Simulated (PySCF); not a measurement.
Vertical excitations of a molecule C₄H₄Cl₂ from PySCF with TDA-PBE/def2-SVPD, as energy in eV (oscillator strength): 5.41 (0.001), 5.62 (0.035), 6.13 (0.004), 6.20 (0.005), 6.25 (0.012), 6.36 (0.027), 6.53 (0.007), 6.75 (0.001), 6.76 (0.001), 6.89 (0.001). Lowest triplet (TDA): 5.06 eV. Coordinates come from a B3LYP-D3(BJ)/def2-SVP optimisation. The values are those of a single conformer.

Q: Which molecule gave these data?
A) ClC=C=CCCl
B) C=CC=C(Cl)Cl
C) C#CCC(Cl)Cl
D) Cl/C=C\C=C/Cl

A: C, C#CCC(Cl)Cl
